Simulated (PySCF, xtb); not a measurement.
H₁₀NSi₃, SMILES [NH+]([SiH3])([SiH3])[SiH3], charge +1.

GFN2-xTB (xtb) at its own geometry gives an orbital gap of 5.23 eV.

Coordinates come from a PBE0-D3(BJ)/def2-SVP optimisation. The isomer is the one that the SMILES or the coordinates give; other isomers of the formula were not compared.

What does PySCF with PBE0/def2-TZVP give? (The exact figures need the calculation; the answer reports its results.)

gap 8.70 eV (levels -14.33 and -5.63 eV).
